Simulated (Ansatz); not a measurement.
Born–Oppenheimer molecular dynamics of a periodic cell of 18 atoms, H4SO (packed as 3 SH2 + 3 H2O, density as packed 0.96 g/cm³ with natural masses). It goes on from the last frame of an earlier run, with new velocities.

Theory: Ansatz, DFT r2SCAN-D3(BJ), scalar-relativistic, plane waves, PAW. Settings: cutoff 500 eV, k mesh 1x1x1, fermi-dirac smearing 0.02 eV, no spin polarisation.

```
ensemble        : NVT, Langevin thermostat
time step       : 0.5 fs
steps asked     : 140
set temperature : 350 K
friction        : 0.05 /fs
seed            : 183116
```

Frames 2.5 fs apart, positions in Å.

Velocities at 15.0 fs (Å/ps):

```
S -2.16 -1.11 -1.65
H 20.59 -14.26 19.06
H 5.05 -13.36 18.84
S -1.94 -2.03 -2.59
H 30.95 -18.71 17.05
H 14.13 -21.32 22.89
S 6.68 1.68 -0.40
H -22.15 -12.66 6.68
H 30.67 -3.95 8.86
O -0.34 7.15 -3.08
H -17.30 -30.60 -13.16
H 10.97 18.87 2.59
O 1.25 -1.13 -1.85
H 19.63 -13.50 17.06
H 10.98 -28.26 9.95
O -4.96 14.71 3.44
H 1.43 -35.42 -11.04
H -35.62 5.61 -19.91
```

```xyz
18
Lattice="6.4633 0.0000 0.0000 0.0000 6.4633 0.0000 0.0000 0.0000 6.4633" Properties=species:S:1:pos:R:3 time_fs=15.0 energy_less_start_eV=-0.170 T=454
S 1.067 0.812 5.265
H 0.606 0.084 4.174
H 2.091 -0.020 5.279
S 4.787 5.376 4.202
H 3.816 4.524 4.030
H 5.189 4.807 5.310
S 4.045 -0.032 1.319
H 3.370 1.123 1.682
H 4.015 0.257 0.018
O 2.865 2.728 3.416
H 2.903 2.083 4.122
H 1.987 2.730 3.075
O 4.729 2.540 5.629
H 5.322 2.018 6.241
H 5.181 2.568 4.776
O -0.369 2.425 2.858
H -0.524 3.343 2.703
H -0.985 1.830 2.419
18
Lattice="6.4633 0.0000 0.0000 0.0000 6.4633 0.0000 0.0000 0.0000 6.4633" Properties=species:S:1:pos:R:3 time_fs=17.5 energy_less_start_eV=-0.147 T=475
S 1.061 0.811 5.260
H 0.673 0.051 4.234
H 2.119 -0.055 5.328
S 4.780 5.374 4.197
H 3.841 4.439 4.071
H 5.219 4.754 5.359
S 4.062 -0.028 1.319
H 3.307 1.065 1.685
H 4.105 0.262 0.024
O 2.871 2.745 3.403
H 2.846 2.028 4.082
H 1.973 2.778 3.068
O 4.738 2.532 5.628
H 5.335 2.028 6.246
H 5.211 2.505 4.785
O -0.383 2.449 2.869
H -0.563 3.323 2.650
H -1.059 1.857 2.389
18
Lattice="6.4633 0.0000 0.0000 0.0000 6.4633 0.0000 0.0000 0.0000 6.4633" Properties=species:S:1:pos:R:3 time_fs=20.0 energy_less_start_eV=-0.011 T=343
S 1.054 0.811 5.258
H 0.746 0.042 4.278
H 2.121 -0.051 5.388
S 4.776 5.372 4.188
H 3.820 4.318 4.090
H 5.235 4.749 5.345
S 4.076 -0.023 1.321
H 3.273 0.976 1.688
H 4.187 0.269 -0.018
O 2.882 2.760 3.391
H 2.803 2.045 4.004
H 1.950 2.811 3.035
O 4.752 2.524 5.636
H 5.319 2.066 6.245
H 5.235 2.441 4.774
O -0.397 2.458 2.873
H -0.641 3.394 2.557
H -1.056 1.922 2.422
18
Lattice="6.4633 0.0000 0.0000 0.0000 6.4633 0.0000 0.0000 0.0000 6.4633" Properties=species:S:1:pos:R:3 time_fs=22.5 energy_less_start_eV=0.090 T=409
S 1.052 0.811 5.256
H 0.757 -0.003 4.217
H 2.121 -0.013 5.463
S 4.770 5.370 4.179
H 3.847 4.253 4.085
H 5.259 4.765 5.299
S 4.091 -0.018 1.321
H 3.266 0.917 1.690
H 4.205 0.272 -0.013
O 2.889 2.777 3.375
H 2.749 2.062 3.985
H 1.979 2.836 3.036
O 4.758 2.523 5.642
H 5.299 2.105 6.289
H 5.244 2.382 4.827
O -0.410 2.464 2.871
H -0.690 3.369 2.494
H -1.048 1.974 2.437
18
Lattice="6.4633 0.0000 0.0000 0.0000 6.4633 0.0000 0.0000 0.0000 6.4633" Properties=species:S:1:pos:R:3 time_fs=25.0 energy_less_start_eV=0.075 T=495
S 1.054 0.806 5.260
H 0.746 -0.020 4.139
H 2.115 0.053 5.589
S 4.759 5.365 4.174
H 3.939 4.261 4.101
H 5.309 4.824 5.234
S 4.111 -0.014 1.317
H 3.221 0.896 1.684
H 4.177 0.280 0.046
O 2.890 2.793 3.353
H 2.701 2.055 4.035
H 2.008 2.881 3.048
O 4.756 2.525 5.642
H 5.294 2.132 6.358
H 5.265 2.336 4.855
O -0.417 2.487 2.876
H -0.701 3.272 2.470
H -1.128 1.895 2.437
18
Lattice="6.4633 0.0000 0.0000 0.0000 6.4633 0.0000 0.0000 0.0000 6.4633" Properties=species:S:1:pos:R:3 time_fs=27.5 energy_less_start_eV=0.057 T=456
S 1.054 0.803 5.262
H 0.751 0.023 4.134
H 2.101 0.117 5.748
S 4.751 5.354 4.168
H 4.012 4.318 4.106
H 5.376 4.877 5.236
S 4.130 -0.011 1.313
H 3.163 0.910 1.675
H 4.146 0.335 0.047
O 2.886 2.799 3.340
H 2.675 2.134 4.053
H 1.982 2.950 3.040
O 4.756 2.529 5.638
H 5.271 2.189 6.389
H 5.330 2.325 4.849
O -0.423 2.495 2.877
H -0.745 3.297 2.453
H -1.121 1.828 2.465
18
Lattice="6.4633 0.0000 0.0000 0.0000 6.4633 0.0000 0.0000 0.0000 6.4633" Properties=species:S:1:pos:R:3 time_fs=30.0 energy_less_start_eV=0.101 T=393
S 1.052 0.797 5.258
H 0.788 0.085 4.204
H 2.082 0.163 5.899
S 4.744 5.348 4.163
H 4.002 4.296 4.074
H 5.449 4.907 5.265
S 4.145 -0.007 1.318
H 3.167 0.894 1.644
H 4.123 0.403 0.001
O 2.885 2.800 3.335
H 2.683 2.239 4.039
H 1.964 3.007 3.017
O 4.761 2.527 5.629
H 5.241 2.236 6.376
H 5.339 2.322 4.865
O -0.432 2.493 2.872
H -0.791 3.345 2.472
H -1.000 1.841 2.531
18
Lattice="6.4633 0.0000 0.0000 0.0000 6.4633 0.0000 0.0000 0.0000 6.4633" Properties=species:S:1:pos:R:3 time_fs=32.5 energy_less_start_eV=0.070 T=314
S 1.046 0.792 5.251
H 0.833 0.070 4.221
H 2.038 0.194 5.982
S 4.738 5.349 4.159
H 3.938 4.185 4.026
H 5.468 4.948 5.263
S 4.156 -0.001 1.320
H 3.210 0.867 1.635
H 4.093 0.437 -0.007
O 2.885 2.807 3.324
H 2.682 2.290 4.111
H 2.022 3.044 3.005
O 4.758 2.527 5.625
H 5.248 2.261 6.393
H 5.323 2.349 4.911
O -0.436 2.498 2.864
H -0.819 3.316 2.525
H -0.962 1.782 2.552
18
Lattice="6.4633 0.0000 0.0000 0.0000 6.4633 0.0000 0.0000 0.0000 6.4633" Properties=species:S:1:pos:R:3 time_fs=35.0 energy_less_start_eV=0.140 T=307
S 1.039 0.790 5.248
H 0.877 -0.029 4.174
H 1.953 0.186 6.005
S 4.735 5.349 4.158
H 3.919 4.125 3.991
H 5.440 4.997 5.238
S 4.168 0.005 1.317
H 3.231 0.861 1.652
H 4.071 0.429 0.022
O 2.884 2.814 3.309
H 2.655 2.311 4.174
H 2.034 3.064 2.982
O 4.746 2.523 5.628
H 5.255 2.267 6.409
H 5.360 2.388 4.887
O -0.442 2.502 2.859
H -0.881 3.280 2.596
H -1.008 1.694 2.533
18
Lattice="6.4633 0.0000 0.0000 0.0000 6.4633 0.0000 0.0000 0.0000 6.4633" Properties=species:S:1:pos:R:3 time_fs=37.5 energy_less_start_eV=-0.024 T=317
S 1.031 0.787 5.243
H 0.971 -0.135 4.135
H 1.876 0.142 6.024
S 4.736 5.348 4.160
H 3.958 4.168 3.990
H 5.412 5.037 5.251
S 4.183 0.014 1.312
H 3.234 0.871 1.685
H 4.044 0.389 0.050
O 2.885 2.812 3.299
H 2.627 2.374 4.153
H 2.005 3.075 2.959
O 4.732 2.516 5.624
H 5.233 2.246 6.406
H 5.382 2.413 4.873
O -0.447 2.494 2.853
H -0.948 3.308 2.628
H -1.012 1.709 2.534
18
Lattice="6.4633 0.0000 0.0000 0.0000 6.4633 0.0000 0.0000 0.0000 6.4633" Properties=species:S:1:pos:R:3 time_fs=40.0 energy_less_start_eV=-0.110 T=315
S 1.025 0.786 5.237
H 1.069 -0.183 4.181
H 1.838 0.085 6.047
S 4.736 5.346 4.156
H 4.005 4.288 4.030
H 5.395 5.038 5.287
S 4.195 0.019 1.304
H 3.232 0.867 1.726
H 3.998 0.371 0.045
O 2.880 2.817 3.286
H 2.616 2.422 4.092
H 2.007 3.081 2.949
O 4.720 2.511 5.611
H 5.210 2.217 6.394
H 5.372 2.434 4.923
O -0.460 2.481 2.844
H -0.995 3.273 2.675
H -0.984 1.786 2.529
18
Lattice="6.4633 0.0000 0.0000 0.0000 6.4633 0.0000 0.0000 0.0000 6.4633" Properties=species:S:1:pos:R:3 time_fs=42.5 energy_less_start_eV=-0.156 T=342
S 1.020 0.782 5.232
H 1.176 -0.148 4.295
H 1.811 0.016 6.045
S 4.740 5.346 4.150
H 4.006 4.343 4.078
H 5.352 5.005 5.284
S 4.204 0.025 1.293
H 3.249 0.870 1.782
H 3.955 0.355 0.013
O 2.876 2.823 3.271
H 2.609 2.423 4.107
H 2.023 3.089 2.938
O 4.703 2.509 5.603
H 5.171 2.183 6.399
H 5.373 2.472 4.942
O -0.470 2.473 2.842
H -1.007 3.244 2.701
H -1.014 1.780 2.485
```

Of the whole run (70 fs, mean temperature of the second half 332 K): A run of 0.07 ps of so small a system gives no equilibrium averages. Limits of this set-up: coarse k mesh.

Time of the run: 18 min on 1 thread of AMD EPYC 9R14 (Zen 4) (shared host), peak memory 0.83 GiB.
